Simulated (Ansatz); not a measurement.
This geometry of H$_{3}$O$_{2}$Sn (6 atoms, charge 0, multiplicity 2) is a first-order saddle point.

Level of theory: UKS PBE0-D4/def2-SVP in Ansatz.

```xyz
6
Properties=species:S:1:pos:R:3
O -1.366 -0.207 -0.350
Sn 0.776 -0.139 -0.695
O 1.116 -0.193 1.276
H -1.837 -0.160 -1.196
H -0.636 1.177 -0.571
H 1.990 -0.541 1.490
```

Which two structures does it join? (They come from a converged band through this point; their orientation in space is the band's.)

Bonds broken: Sn2–H5. Bonds formed: O1–H5.

Image 0:

```xyz
6
Properties=species:S:1:pos:R:3
O -1.293 -0.680 -0.233
Sn 0.408 0.294 -0.640
O 1.411 -0.018 1.047
H -1.863 -0.794 -1.002
H 0.147 2.030 -0.629
H 1.233 -0.895 1.410
```

Image 10:

```xyz
6
Properties=species:S:1:pos:R:3
O -1.139 -0.340 -0.477
Sn 1.163 -0.339 -1.211
O 0.948 0.380 0.742
H -1.639 0.408 -0.828
H -0.654 0.012 0.326
H 1.364 -0.185 1.403
```

How far does it lie above each of them?

23.3 kcal/mol above the first and 43.1 kcal/mol above the second. This is the barrier of this one path; another mechanism may lie lower.

Run time: 5.2 min on 2 threads of Arm Neoverse V1, with other jobs on the host, peak memory 0.18 GiB.
